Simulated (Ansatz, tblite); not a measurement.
Removing and adding an electron: triphenyltelluronium hexafluoroantimonate (C₁₈H₁₅F₆SbTe). Total charge 0; singlet. Geometry: PBE-D4/def2-SVP. Ansatz, gas phase; energy differences of separate SCF runs; the oxidised species was run as a doublet alone; the reduced species was run as a doublet alone.

Cartesian coordinates in Å:
```
F 1.561 -3.784 -3.368
Sb 2.608 -2.325 -2.653
F 3.747 -3.511 -1.644
F 1.339 -2.242 -1.101
F 3.796 -2.234 -4.166
F 3.458 -0.774 -1.783
F 1.342 -1.060 -3.475
C -3.799 -1.804 -1.277
C -3.636 -0.747 -0.367
C -2.381 -0.135 -0.214
C -1.298 -0.608 -0.975
Te 0.656 0.274 -0.802
C 1.211 -0.405 1.156
C 0.307 -0.396 2.229
C 0.739 -0.864 3.480
C 2.054 -1.330 3.642
C 2.942 -1.339 2.555
C 2.525 -0.880 1.295
C -0.118 2.174 -0.113
C 0.339 2.768 1.077
C -0.110 4.053 1.424
C -1.003 4.741 0.587
C -1.447 4.148 -0.608
C -1.002 2.866 -0.964
C -1.447 -1.657 -1.899
C -2.710 -2.251 -2.042
H -4.785 -2.278 -1.395
H -4.490 -0.388 0.228
H -2.264 0.712 0.479
H -0.726 -0.038 2.104
H 0.038 -0.869 4.329
H 2.386 -1.699 4.625
H 3.968 -1.717 2.677
H 3.206 -0.914 0.430
H 1.038 2.236 1.741
H 0.243 4.517 2.358
H -1.353 5.747 0.863
H -2.144 4.685 -1.269
H -1.358 2.409 -1.902
H -0.597 -2.007 -2.499
H -2.836 -3.074 -2.763
```

In the def2 sets Sb, Te take a core potential; there is no spin–orbit coupling. The xTB rows come from tblite. Single mean-field runs in def2-TZVP are fitted with def2-universal-jkfit.

```json
{"level": "GFN2-xTB", "−HOMO (eV)": "11.71", "vertical IE (eV)": "13.54", "−LUMO (eV)": "7.66", "vertical EA (eV)": "5.77", "HOMO–LUMO gap (eV)": "4.05", "IE − EA (eV)": "7.77", "remarks": "–"}
{"level": "LDA (SPW92)/def2-TZVP", "−HOMO (eV)": "7.16", "vertical IE (eV)": "–", "−LUMO (eV)": "3.60", "vertical EA (eV)": "1.64", "HOMO–LUMO gap (eV)": "3.56", "IE − EA (eV)": "–", "remarks": "HOMO above zero (-1 doublet)"}
{"level": "PBE-D4/def2-TZVP", "−HOMO (eV)": "6.94", "vertical IE (eV)": "–", "−LUMO (eV)": "3.18", "vertical EA (eV)": "1.39", "HOMO–LUMO gap (eV)": "3.76", "IE − EA (eV)": "–", "remarks": "HOMO above zero (-1 doublet)"}
```

Question: Estimate the rows for GFN1-xTB, PBE0-D4/def2-TZVP.

Answer: 
| level | −HOMO (eV) | vertical IE (eV) | −LUMO (eV) | vertical EA (eV) | HOMO–LUMO gap (eV) | IE − EA (eV) | remarks |
| --- | --- | --- | --- | --- | --- | --- | --- |
| GFN1-xTB | 12.69 | 14.49 | 10.78 | 8.10 | 1.91 | 6.39 | – |
| PBE0-D4/def2-TZVP | 7.93 | 9.18 | 2.27 | 1.11 | 5.66 | 8.08 | HOMO above zero (-1 doublet) |

Relaxing the reduced species (PBE-D4/def2-SVP) changes its energy by -0.34 eV at PBE-D4/def2-TZVP, so the adiabatic electron affinity to this nearest minimum is 1.72 eV. On the way the bond F4–Te12 breaks. At PBE0-D4/def2-TZVP it is 1.62 eV.  Run but left out: LDA (SPW92)/def2-TZVP, PBE-D4/def2-TZVP (charge +1 doublet: an occupied level 0.00 to 0.02 eV above an empty one).   A HOMO above zero means that the electron is unbound at that level or that self-interaction error raises the level; the energy of removing that electron tells which. Raw xTB energy differences between charge states are shifted by several eV; the methods need an empirical correction for them. Sets without diffuse functions give affinities that are too small.
